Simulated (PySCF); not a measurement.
H₃BN (SMILES B=[NH2+]), charge +1, singlet, at a GFN2-xTB geometry; PySCF with TPSS/pcseg-1.

Here is a job for PySCF.
```python
from pyscf import gto, scf, dft

mol = gto.Mole()
mol.atom = '''
    B     0.72191147   -0.07271956    0.28604142
    N    -0.47574358    0.04792259   -0.18850285
    H     1.78645177   -0.17995280    0.70784191
    H    -0.95409398    0.93158201   -0.39777808
    H    -1.11171008   -0.72348951   -0.42075099
'''
mol.basis = 'pcseg-1'
mol.charge = 1
mol.verbose = 4
mol.build()

mf = dft.RKS(mol)
mf.xc = 'tpss'
mf.grids.level = 5
mf.kernel()
```

Output, abridged:

```
PySCF version 2.14.0

[INPUT] verbose = 4
[INPUT] num. atoms = 5
[INPUT] num. electrons = 14
[INPUT] charge = 1
[INPUT] spin (= nelec alpha-beta = 2S) = 0
[INPUT] symmetry False subgroup None
[INPUT] Mole.unit = angstrom
[INPUT] Symbol           X                Y                Z      unit          X                Y                Z       unit  Magmom
[INPUT]  1 B      0.721911470000  -0.072719560000   0.286041420000 AA    1.364214964482  -0.137420052299   0.540539944082 Bohr   0.0
[INPUT]  2 N     -0.475743580000   0.047922590000  -0.188502850000 AA   -0.899025071720   0.090560570280  -0.356218760200 Bohr   0.0
[INPUT]  3 H      1.786451770000  -0.179952800000   0.707841910000 AA    3.375904580044  -0.340061507349   1.337627349389 Bohr   0.0
[INPUT]  4 H     -0.954093980000   0.931582010000  -0.397778080000 AA   -1.802976319296   1.760434861472  -0.751691629555 Bohr   0.0
[INPUT]  5 H     -1.111710080000  -0.723489510000  -0.420750990000 AA   -2.100827581118  -1.367197027896  -0.795104137740 Bohr   0.0

nuclear repulsion = 28.5585872845689
number of shells = 12
number of NR pGTOs = 71
number of NR cGTOs = 43
basis = pcseg-1
ecp = {}

******** <class 'pyscf.dft.rks.RKS'> ********
method = RKS
initial guess = minao
damping factor = 0
level_shift factor = 0
DIIS = <class 'pyscf.scf.diis.CDIIS'>
diis_start_cycle = 1
diis_space = 8
diis_damp = 0
SCF conv_tol = 1e-09
SCF conv_tol_grad = None
SCF max_cycles = 50
direct_scf = True
direct_scf_tol = 1e-13
XC library pyscf.dft.libxc version 7.1.2
    S. Lehtola, C. Steigemann, M. J. T. Oliveira, and M. A. L. Marques,  SoftwareX 7, 1–5 (2018)
XC functionals = tpss
    J. Tao, J. P. Perdew, V. N. Staroverov, and G. E. Scuseria,  Phys. Rev. Lett. 91, 146401 (2003)
    J. P. Perdew, J. Tao, V. N. Staroverov, and G. E. Scuseria,  J. Chem. Phys. 120, 6898 (2004)
    J. Tao, J. P. Perdew, V. N. Staroverov, and G. E. Scuseria,  Phys. Rev. Lett. 91, 146401 (2003)
    J. P. Perdew, J. Tao, V. N. Staroverov, and G. E. Scuseria,  J. Chem. Phys. 120, 6898 (2004)
radial grids:
    Treutler-Ahlrichs [JCP 102, 346 (1995); DOI:10.1063/1.469408] (M4) radial grids

becke partition: Becke, JCP 88, 2547 (1988); DOI:10.1063/1.454033
pruning grids: <function nwchem_prune>
grids dens level: 5
symmetrized grids: False
atomic radii adjust function: <function treutler_atomic_radii_adjust>
small_rho_cutoff = 0
Set gradient conv threshold to 3.16228e-05
Initial guess from minao.
tot grids = 155896
init E= -81.447461904435
  HOMO = -0.363694755836821  LUMO = -0.122473947443493  gap/eV = 6.56395
cycle= 1 E= -81.0837048065273  delta_E= 0.364  |g|= 0.287  |ddm|=    2
  HOMO = -0.543632040567281  LUMO = -0.368666977247694  gap/eV = 4.76104
cycle= 2 E= -81.050178832209  delta_E= 0.0335  |g|= 0.471  |ddm|= 0.481
  HOMO = -0.589802656681834  LUMO = -0.35891961617375  gap/eV = 6.28265
cycle= 3 E= -81.1000634992615  delta_E= -0.0499  |g|= 0.076  |ddm|= 0.351
  HOMO = -0.579375145573707  LUMO = -0.357239262827662  gap/eV = 6.04463
cycle= 4 E= -81.1016304369228  delta_E= -0.00157  |g|= 0.0078  |ddm|= 0.0615
  HOMO = -0.57725364035889  LUMO = -0.355105264369859  gap/eV = 6.04497
cycle= 5 E= -81.1016447684482  delta_E= -1.43e-05  |g|= 0.00233  |ddm|= 0.00885
  HOMO = -0.577648935137156  LUMO = -0.355598508712231  gap/eV = 6.04230
cycle= 6 E= -81.1016466094299  delta_E= -1.84e-06  |g|= 0.000209  |ddm|= 0.00278
  HOMO = -0.577670807130768  LUMO = -0.355598755205242  gap/eV = 6.04289
cycle= 7 E= -81.1016466219772  delta_E= -1.25e-08  |g|= 1.25e-05  |ddm|= 0.000179
  HOMO = -0.577672442228734  LUMO = -0.355598002640866  gap/eV = 6.04295
cycle= 8 E= -81.1016466220137  delta_E= -3.65e-11  |g|= 1.35e-06  |ddm|= 1.03e-05
  HOMO = -0.577672031041942  LUMO = -0.355598180069494  gap/eV = 6.04294
Extra cycle  E= -81.1016466220123  delta_E= 1.49e-12  |g|= 2.71e-06  |ddm|= 3.19e-06
converged SCF energy = -81.1016466220123
```
